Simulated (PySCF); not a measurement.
Vertical excitations of a molecule C2H7BFNO from PySCF 2.14.0 with TDA-LC-ωPBE/def2-SVPD, as energy in eV (oscillator strength): 7.18 (0.006), 8.39 (0.003), 8.57 (0.033), 9.04 (0.253), 9.06 (0.007), 9.32 (0.017), 9.53 (0.011), 9.63 (0.064), 10.04 (0.033), 10.12 (0.014). Lowest triplet (TDA): 6.93 eV. Geometry optimised at r2SCAN-D4/def2-SVP. One conformer was computed; it need not be the lowest.

Q: Which structure fits?
A. CCOB(N)F
B. CNB(F)OC
C. CN(C)B(O)F
D. COB(N)CF

A: B, CNB(F)OC
